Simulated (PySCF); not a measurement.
B(H)(Me)(OH) (CH5BO), SMILES CBO. The structure is a stationary point at B3LYP-D3(BJ)/def2-TZVP. One conformer was computed; it need not be the lowest.

### Question
Give the equilibrium geometry at B3LYP-D3(BJ)/def2-TZVP (PySCF confirms it by a frequency run) as Cartesian coordinates in Å, and its point group. (An estimate is asked for; the answer gives what the named calculation found.)

### Answer
One answer among several that fit: point group Cs.
```xyz
8

B      0.5244     0.1352     0.0000
H      1.7152     0.2479     0.0000
C     -0.1655    -1.2724     0.0000
H      0.1596    -1.8506    -0.8713
H      0.1596    -1.8506     0.8713
H     -1.2590    -1.2457     0.0000
O     -0.1608     1.3075     0.0000
H     -1.1187     1.1970     0.0000
```
